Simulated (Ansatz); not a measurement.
Program: Ansatz. Geometries: PBE0-D4/def2-TZVP. ΔE: electronic, gas phase. CCSD(T)/CBS adds triple-zeta CCSD(T) − MP2 to the extrapolated MP2 energy (def2 sets, frozen cores). DFT in def2-TZVPP. B3LYP here is the variant with VWN-RPA as its local correlation; programs differ in this. For Ge outer-core shells are correlated without core-valence functions, which leaves a few kJ/mol of doubt a bond. Scalar relativity is left out up to krypton. One conformer a species, not always the lowest.

`F[SiH](F)[CH2][GeH3]` → `F[CH2][GeH]([F])[SiH3]`  (isomerisation)

```csv
level,ΔE (kcal/mol)
B3LYP-D4,76.7
MP2/def2-QZVPP,86.4
```

(1) What does CCSD(T)/CBS give? (Estimate.)

Largest T1 diagnostic among the species: 0.012.

## Answers

(1) Ansatz gave: +82.6 kcal/mol. The listed levels differ from it by -5.9, 3.8 kcal/mol.

From PBE to PBE0 (25 % exact exchange), in def2-TZVPP and without D4, ΔE moves by +4.1 kcal/mol.
